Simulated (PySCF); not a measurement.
Computed shifts of a molecule C3H7NSi, PySCF with PBE/pcSseg-1, GIAO, gas phase, atoms alike by connectivity averaged where their shifts nearly agree, in ppm (number of nuclei): ²⁹Si: -61.8 (1). ¹⁵N: 100.6 (1). ¹³C: 151.5 (1), 113.1 (1), 65.6 (1). ¹H: 6.75 (1), 5.76 (1), 5.07 (3), 4.68 (1), 4.50 (1). References: ²⁹Si against TMS (σ = 335.4 ppm); ¹⁵N against NH3 (σ = 267.0 ppm); ¹³C against TMS (σ = 182.0 ppm); ¹H against TMS (σ = 31.49 ppm), references at their B3LYP-D3(BJ)/def2-TZVP geometries, non-relativistic. Geometry: ωB97X-D3(BJ)/def2-SVP. Other conformers were not sampled.

**Question.** Pick the molecule that these values belong to.
A) C=C1CN[SiH2]1
B) [SiH3]N1C=CC1
C) C[Si@@H]1C=NC1
D) [SiH3]C1=NCC1

**Answer.** B, [SiH3]N1C=CC1
